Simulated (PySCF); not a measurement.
# Computed properties of GeH6O2Si, SMILES [OH][GeH]([OH])[SiH3]

GeH6O2Si, SMILES [OH][GeH]([OH])[SiH3]. Geometry optimised at TPSSh-D3(BJ)/def2-SVP. This is a generated structure with no PubChem entry under its InChIKey; it may be hypothetical. Other conformers were not sampled. All values are computed for the isolated molecule unless a solvent is named; none is compared with measurement here.

**Structure.** All 24 harmonic modes at TPSSh-D3(BJ)/def2-SVP (PySCF) are real, so it is a minimum. With heavy atoms numbered as in [OH:1][GeH:2]([OH:3])[SiH3:4], the shortest bond between them is O1–Ge2 at 1.794 Å and the longest Ge2–Si4 at 2.388 Å.

**Vibrations.** The strongest infrared lines (harmonic, unscaled, degenerate partners summed) lie at 875 cm⁻¹ (267 km/mol, H 90 %), 676 cm⁻¹ (166 km/mol, O 61 %, H 24 %, Ge 15 %), 2146 cm⁻¹ (158 km/mol, H 99 %). The softest mode is at 82 cm⁻¹ and the zero-point energy is 37.8 kcal/mol.

**Electronic structure.** B3LYP/def2-TZVP (PySCF) places the frontier levels at -7.91 and -0.47 eV, a gap of 7.44 eV, and gives a dipole moment of 0.37 D and a mean polarisability of 66.3 bohr³. PBE/def2-TZVP (PySCF) at the same geometry gives -6.78 and -1.07 eV, so its gap is 1.73 eV narrower. An orbital gap is neither the optical nor the fundamental gap.

**Excitations.** TDA-CAM-B3LYP/def2-SVPD (PySCF) has S1 at 6.70 eV (185 nm, f = 0.027, weak); the most intense of the 10 singlets computed lies at 7.92 eV (f = 0.28). T1 (TDA) is at 6.04 eV, 0.66 eV under S1. TDA-PBE/def2-SVPD (PySCF) puts S1 at 5.88 eV. No vertical singlet excitation falls in the visible range (under 3.1 eV).

**NMR.** GIAO shifts at KT2/pcSseg-1 (PySCF) (non-relativistic, atoms alike by connectivity averaged): ¹H from 1.8 to 6.3 ppm against TMS; ²⁹Si at -106.2 ppm against TMS.
